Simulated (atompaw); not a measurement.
## Plane-wave convergence, PAW (atompaw) potential for vanadium

```
Element                 : V
Generator               : atompaw 4.2.0.5
Type                    : PAW
Functional              : PBE
Relativity              : scalar-relativistic
Frozen core             : [Ar]
Valence charge          : 5
Reference configuration : 3d3.5 4s1.5 4p0
Partial waves           : 4s (bound): rc 3.00 bohr; 4s channel at 0.05 Ry: rc 3.00 bohr; 4p (bound, empty): rc 3.00 bohr; 4p channel at 2.15 Ry: rc 3.00 bohr; 3d (bound): rc 1.15 bohr; 3d channel at 1.15 Ry: rc 1.15 bohr
Local potential         : troulliermartins scheme with l = 3 at 0 Ry, radius 2.75 bohr
Core correction         : smooth core density matched at 2.05 bohr
Augmentation charge     : sinc compensation charge, radius 2.30 bohr; PAW radius 3.00 bohr; waves and projectors: custom rrkj gramschmidtortho
```

The pseudo-atom Hamiltonian at the reference potential is diagonalised in spherical Bessel functions j_l(qr) that vanish at 20 bohr, with q² up to the cutoff. All-electron valence levels (Ry): 4s -0.3117, 4p -0.0896, 3d -0.2650.

Task: How do the lowest levels (Ry) of each channel move with the cutoff, and are there ghosts?

Result:

| cutoff (Ry) | s #1 | p #1 | d #1 | f #1 | Σ f·Δε (mRy) |
| --- | --- | --- | --- | --- | --- |
| 8 | -0.3117 | -0.0896 | 0.0438 | 0.1049 | 1080.9 |
| 12 | -0.3117 | -0.0896 | 0.0421 | 0.1049 | 1075.1 |
| 18 | -0.3117 | -0.0896 | 0.0381 | 0.1049 | 1060.9 |
| 25 | -0.3117 | -0.0896 | 0.0288 | 0.1049 | 1028.4 |
| 35 | -0.3117 | -0.0896 | -0.0533 | 0.1049 | 741.3 |
| 50 | -0.3117 | -0.0896 | -0.2198 | 0.1049 | 158.5 |
| 60 | -0.3117 | -0.0896 | -0.2518 | 0.1049 | 46.2 |
| 80 | -0.3117 | -0.0896 | -0.2642 | 0.1049 | 3.1 |
| 100 | -0.3117 | -0.0896 | -0.2645 | 0.1049 | 2.0 |
| 120 | -0.3117 | -0.0896 | -0.2648 | 0.1049 | 0.9 |
| 160 | -0.3117 | -0.0896 | -0.2650 | 0.1049 | 0.2 |
| 400 | -0.3117 | -0.0896 | -0.2651 | 0.1049 | 0.0 |

Result: no extra level below or beside the all-electron valence levels (s, p, d, f tested); 10 mRy is reached at 70 Ry and 1 mRy at 120 Ry.
